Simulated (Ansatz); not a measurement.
```yaml
crystal:
  periodic: [false, false, false]
  atoms:
    - {symbol: B, position_ang: [-1.032643, 0.080353, -1.451964]}
    - {symbol: B, position_ang: [0.162858, -0.123555, -1.626402]}
    - {symbol: Al, position_ang: [-0.359624, -0.326902, 0.421525]}
    - {symbol: N, position_ang: [1.129008, -0.201200, 1.551850]}
    - {symbol: H, position_ang: [-2.293665, 0.836745, -1.188322]}
    - {symbol: H, position_ang: [-0.062559, 1.075919, -1.643975]}
    - {symbol: H, position_ang: [1.457377, -0.494391, -1.425745]}
    - {symbol: H, position_ang: [-1.808930, -0.961807, 1.178169]}
    - {symbol: H, position_ang: [1.588262, 0.593234, 1.446492]}
    - {symbol: H, position_ang: [0.910118, -0.228091, 2.689703]}
basis:
  gaussian: {orbitals: def2-mTZVPP}
magnetization: {spin_polarized: true, initial_magnetization: 0}
hamiltonian: {xc: {name: CCSD(T)}}
output: {forces: true}
```

```sh
$ ansatz run in.yaml --threads 2 --pin off --events-out ev --progress --plain --max-ram 4352MiB
```

Output, abridged:

```
Error: YAML parse error: error: line 17 column 19: hamiltonian.xc: no functional is named "CCSD(T)"; the names, which are not case-sensitive, are SVWN5, SPW92, PBE, PBE0, PBEsol, revPBE, revPBE0, RPBE, rPW86-PBE, HSE06, wPBEh, LC-wPBE, HISS, HF, BLYP, B3LYP, B3LYP5, BHLYP, CAM-B3LYP, r2SCAN, r2SCANh, r2SCAN0, r2SCAN50, m-r2SCAN, B97, wB97, wB97X, wB97X-V, B97M-V, wB97M-V, B2PLYP, B2GP-PLYP, PBE0-DH, PBE-QIDH
15 |   gaussian: {orbitals: def2-mTZVPP}
16 | magnetization: {spin_polarized: true, initial_magnetization: 0}
17 | hamiltonian: {xc: {name: CCSD(T)}}
18 | output: {forces: true}
```

Task: What is wrong with this run?

Result: The method's name isn't one that the program takes here. The input was rejected before any iteration.

HSE06 is defined as in plane-wave codes.
